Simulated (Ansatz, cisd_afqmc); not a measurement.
Species: F, charge 0, doublet.

Total energies in def2-SVP, 7 correlated electrons, 1 frozen orbitals. UHF or UKS for unpaired electrons; spin-orbit terms are left out. Cores are frozen in correlated methods. No relativity. AFQMC/CISD: phaseless, guided by CISD from CCSD amplitudes; bars are statistical, one sigma. Outlying blocks are dropped, and bars are widened where a walk drifts. Over all cases where full CI ran beside it in this data, AFQMC minus full CI had a median of +0.1 mEh and passed +0.4 mEh in a tenth of the cases. Full CI freezes restricted core orbitals and the other rows unrestricted ones, which leaves a small offset even where coupled cluster is exact.

```tsv
method	program	energy (Eh)	error against FCI (mEh)
HF	Ansatz	-99.28405	150.84
MP2	Ansatz	-99.42243	12.46
CCSD	Ansatz	-99.43380	1.09
CCSD(T)	Ansatz	-99.43472	0.17
CCSDT(Q)	Ansatz	-99.43491	-0.02
CCSDTQ	Ansatz	-99.43492	-0.03
AFQMC/CISD	cisd_afqmc	-99.4349 ± 0.0001	0.0 ± 0.1
FCI	Ansatz	-99.43489	0.00
```

Ansatz is a program for electronic structure.
